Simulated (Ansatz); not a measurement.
A run on CH7BGaN (`CB[NH][GaH2]`) with other settings.

```yaml
crystal:
  periodic: [false, false, false]
  atoms:
    - {symbol: C, position_ang: [-1.451230, 0.644172, -0.161202]}
    - {symbol: B, position_ang: [-0.510059, 0.060214, 0.948536]}
    - {symbol: N, position_ang: [0.781421, -0.448405, 0.698626]}
    - {symbol: Ga, position_ang: [1.731386, -0.591019, -0.882561]}
    - {symbol: H, position_ang: [-2.398916, 0.093709, -0.169609]}
    - {symbol: H, position_ang: [-1.722182, 1.676164, 0.089444]}
    - {symbol: H, position_ang: [-1.045087, 0.636530, -1.174907]}
    - {symbol: H, position_ang: [-0.900387, 0.038056, 2.090020]}
    - {symbol: H, position_ang: [1.269977, -0.791111, 1.514185]}
    - {symbol: H, position_ang: [3.155947, -1.220967, -0.740173]}
    - {symbol: H, position_ang: [1.089140, -0.097343, -2.212360]}
basis:
  gaussian: {orbitals: aug-cc-pVDZ, fitting: {mean_field: def2-universal-jkfit}}
hamiltonian: {xc: {name: B97M-V}}
output: {forces: true}
```

```sh
$ ansatz run in.yaml --threads 4 --pin off --events-out ev --progress --plain --max-ram 10444MiB
```

Output, abridged:

```
Functional definition: B97M-V
619 factors; integrals over basis functions are off by at most 3.7e-1 eV
mean field evaluation 1: about -55671.1085 eV, gradient 8.0e1 eV
mean field evaluation 2: about -55613.7029 eV, gradient 1.5e2 eV
mean field evaluation 4: about -55685.8118 eV, gradient 1.3e1 eV
mean field evaluation 8: about -55686.2477 eV, gradient 2.0e-1 eV
mean field evaluation 16: about -55686.2478 eV, gradient 3.2e-5 eV
mean field -55686.24780828 eV, -2046.4318614598 hartree, gradient 3.2e-5 eV, S^2 0.000000; 0 other end points of the search recorded, 0 dependent functions left out
reference -55686.24794830 eV, -2046.4318666053 hartree; 28, 28 occupied and 140, 140 virtual orbitals, 619 factors
Total energy: -55686.24794830 eV, -2046.4318666053 hartree
Atom 0 at    -1.451230     0.644172    -0.161202 Å, force     0.117760    -0.071937     0.130812 eV/Å
Atom 1 at    -0.510059     0.060214     0.948536 Å, force    -0.171929     0.093293    -0.121850 eV/Å
Atom 2 at     0.781421    -0.448405     0.698626 Å, force     0.005944    -0.022267     0.118484 eV/Å
Atom 3 at     1.731386    -0.591019    -0.882561 Å, force     0.131555    -0.024854    -0.188274 eV/Å
Atom 4 at    -2.398916     0.093709    -0.169609 Å, force    -0.044060    -0.000116    -0.008162 eV/Å
Atom 5 at    -1.722182     1.676164     0.089444 Å, force    -0.029847     0.033407    -0.002444 eV/Å
Atom 6 at    -1.045087     0.636530    -1.174907 Å, force     0.007956     0.005754    -0.054221 eV/Å
Atom 7 at    -0.900387     0.038056     2.090020 Å, force    -0.038898    -0.002177     0.114102 eV/Å
Atom 8 at     1.269977    -0.791111     1.514185 Å, force     0.005550    -0.007517     0.031629 eV/Å
Atom 9 at     3.155947    -1.220967    -0.740173 Å, force     0.044810    -0.021001     0.011724 eV/Å
Atom 10 at     1.089140    -0.097343    -2.212360 Å, force    -0.028839     0.017416    -0.031799 eV/Å
Dipole moment:     0.178647    -0.067079    -0.053930 e Å
```

It took 9.5 s on 4 threads of an Arm Neoverse V1 on a shared host, with 0.45 GiB of host memory at the peak.
